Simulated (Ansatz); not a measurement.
Calculated with Ansatz (gas phase, PBE0-D4/def2-TZVP geometries, no zero-point term in ΔE). CCSD(T)/CBS is the MP2 limit (def2-TZVPP, def2-QZVPP) plus CCSD(T) − MP2 in def2-TZVPP, frozen cores. Functionals use def2-TZVPP. B3LYP here is the variant with VWN-RPA as its local correlation; programs differ in this. Each species was taken in one conformer, which may not be the lowest.

Reaction (redistribution): `C[SiH2][SiH2]C=N` + `NC(O)N[SiH3]` → `N=C[SiH2][SiH2]N` + `CC(O)N[SiH3]`

| level | ΔE (kJ/mol) | difference from CCSD(T)/CBS |
| --- | --- | --- |
| PBE-D4 | -48.5 | 10.2 |
| PBE0-D4 | -50.9 | 7.8 |
| B3LYP-D4 | -57.3 | 1.4 |
| ωB97X-V | -53.9 | 4.8 |
| ωB97M-V | -54.3 | 4.4 |
| B2PLYP | -57.4 | 1.3 |
| PBE | -47.6 | 11.1 |
| r2SCAN | -52.4 | 6.3 |
| PBE0 | -50.3 | 8.4 |
| B3LYP | -56.0 | 2.7 |
| SCS-MP2/def2-TZVPP | -58.6 | 0.1 |
| CCSD/def2-TZVPP | -55.5 | 3.2 |
| CCSD(T)/def2-TZVPP | -54.4 | 4.3 |
| HF/def2-QZVPP | -60.8 | -2.1 |
| MP2/def2-QZVPP | -61.1 | -2.4 |
| HF/CBS(def2) | -60.9 | -2.2 |
| CCSD(T)/CBS | -58.7 | 0 |

Largest T1 diagnostic among the species: 0.013.
